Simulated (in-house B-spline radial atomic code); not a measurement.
Re⁺. Computed with a B-spline radial atomic code. Model: non-relativistic spherical atom: semilocal Troullier-Martins pseudo-atom, one channel per l, against all electrons, high spin, G0W0 and RPA with empty states to l = 8, local potential for every l without a channel, a model core (radius 0 = none) keeps its share of the functional.

Without relativity these are model numbers for so heavy an element.

What the tables leave out is listed at the end.

The pseudopotential gives back the lowest level of each angular momentum of its own functional in the configuration it was made in; a second state of the same l is only approximately right. Exact exchange, RPA and GW see the smooth pseudo-orbitals and miss the exchange with the core, for which the functional's share stands in. The column with an uncorrelated core keeps all orbitals and exact exchange, and so separates missing core correlation from pseudisation. Only the three outermost levels and the lowest empty one were computed. RPA here is direct RPA, with no exchange kernel, and its energies carry an (l + 1/2)⁻⁴ tail. A hybrid on a potential with a model core restores only its own semilocal share of the core's exchange.

Command:
```bash
python run_psgw.py task.json out
```
Settings (lengths in bohr, energies in hartree):
```
Z                      75
electrons              74
configuration          [Xe] 4f14 5d5 6s1
generated_in           [Xe] 4f14 5d5 6s2
functional             pbe,pbe
core_shells            8
radius_factor          1.15
core_correction        True
ion_configuration      [Xe] 4f14 5d5
```

Cost of the run: 2.3 min on 1 thread of Arm Neoverse N1, with other jobs on the host.

Given: made with PBE; model core radius 0.28 bohr; local radius 0.676 bohr; mean-field start PBE.

Valence shells of the generating configuration: 4d, 5s, 4f, 5p, 5d, 6s.

Channel: s 1.18, p 1.279, d 0.513, f 1.599 (radii in bohr).

Computed: largest level miss in the spin-unpolarised generating configuration 0.111 eV; all-electron RPA polarisability, core included 29.493 bohr³; pseudo-atom RPA polarisability 28.783 bohr³; ionisation by mean-field all-electron 15.06 eV; ionisation by mean-field pseudo minus all 0.15 eV; ionisation by RPA all-electron 15.283 eV; ionisation by RPA pseudo minus all 0.504 eV.

| level | occupied | mean-field all-electron (eV) | mean-field pseudo minus all (eV) | G0W0 all-electron (eV) | G0W0 uncorrelated core minus all (eV) | G0W0 pseudo minus all (eV) | exchange self-energy all-electron (eV) | exchange self-energy pseudo (eV) |
| --- | --- | --- | --- | --- | --- | --- | --- | --- |
| 6s up | 1 | -11.741 | -0.123 | -15.391 | -0.016 | -0.395 | -12.298 | -12.392 |
| 5d up | 1 | -15.189 | -0.173 | -20.382 | 0.006 | 0.146 | -28.568 | -26.831 |
| 5d down (empty) | 0 | -11.546 | -0.193 | -7.8731 | 0.008 | 0.297 | -10.975 | -9.1283 |

(1) What is the valence RPA correlation energy all-electron orbitals?

(2) What is the valence RPA correlation energy pseudo?

Given: mean-field start PBE0.

Computed: valence RPA correlation energy pseudo -3.2812 hartree; all-electron RPA polarisability, core included 25.969 bohr³; pseudo-atom RPA polarisability 25.214 bohr³; ionisation by mean-field all-electron 14.77 eV; ionisation by mean-field pseudo minus all 0.266 eV; ionisation by RPA pseudo minus all 0.553 eV.

| level | occupied | mean-field all-electron (eV) | mean-field pseudo minus all (eV) | G0W0 all-electron (eV) | G0W0 uncorrelated core minus all (eV) | G0W0 pseudo minus all (eV) | exchange self-energy all-electron (eV) | exchange self-energy pseudo (eV) |
| --- | --- | --- | --- | --- | --- | --- | --- | --- |
| 6s up | 1 | -12.367 | -0.238 | -15.276 | -0.016 | -0.466 | -12.136 | -12.363 |
| 5d up | 1 | -16.839 | 0.021 | -20.707 | 0.006 | 0.33 | -28.787 | -26.797 |
| 5p down | ? | ? | ? | ? | ? | ? | ? | ? |
| 5d down (empty) | 0 | -9.8332 | 0.019 | -7.344 | 0.008 | 0.384 | -10.372 | -8.5186 |

(3) What belongs in the row 5p down?

(4) What is the ionisation by RPA all-electron?

(5) What is the valence RPA correlation energy all-electron orbitals?

Results:

(1) -2.98 hartree.

(2) -3.3743 hartree.

(3) occupied: 1; mean-field all-electron (eV): -51.592; mean-field pseudo minus all (eV): -1.208; G0W0 all-electron (eV): -55.773; G0W0 uncorrelated core minus all (eV): -0.12; G0W0 pseudo minus all (eV): -2.847; exchange self-energy all-electron (eV): -38.255; exchange self-energy pseudo (eV): -39.235.

(4) 15.142 eV.

(5) -2.8831 hartree.

Among the listed levels the largest G0W0 shift of the pseudo-atom is -2.85 eV, for 5p down on the PBE0 start, while leaving the core uncorrelated moves that level by -0.12 eV. So pseudisation and the lost core exchange, not the missing core correlation, make the error. Not in the tables (levels of low weight, unsolved or above zero; the highest and the empty levels are kept at any weight): on PBE the G0W0 levels 5p down (pseudo minus all -1.88 eV, weights 0.47 and 0.72); no Hartree-Fock pseudo-atom is run with a model core.
